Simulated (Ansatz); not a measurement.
CoH₂S₂⁺, that is Co(SH)2 with one electron fewer. Charge 1, multiplicity 5. Geometry r2SCAN-D4/def2-TZVP; atoms count from 1.

```
atom    x (Å)    y (Å)    z (Å)
 Co1  -0.0416  -0.1315  -0.3657
  S2   1.7800   0.8984  -0.9101
  H3   1.4929   2.0818  -0.3183
  S4  -1.8434  -1.1811   0.2079
  H5  -1.3879  -1.6677   1.3862
```

(1) Estimate the Mulliken populations from the PBE0/def2-TZVP orbitals of Ansatz.

(2) Where does the spin sit?

(3) And the Mayer bond orders between bonded heavy atoms (over 0.3)?

## Answers

(1) 
| atom | charge (e) | spin (α − β) | d electrons |
| --- | --- | --- | --- |
| Co1 | 0.55 | 2.64 | 7.52 |
| S2 | -0.01 | 0.69 | – |
| H3 | 0.24 | -0.01 | – |
| S4 | -0.01 | 0.69 | – |
| H5 | 0.24 | -0.01 | – |
Mulliken values and Mayer orders depend strongly on the basis.

(2) Summed by element: Co 2.64, S 1.39, H -0.02, of 4 unpaired in all. Largest on single atoms: Co1 2.64, S4 0.69, S2 0.69.

(3) Co1–S2 1.25 (2.16 Å); Co1–S4 1.25 (2.16 Å).
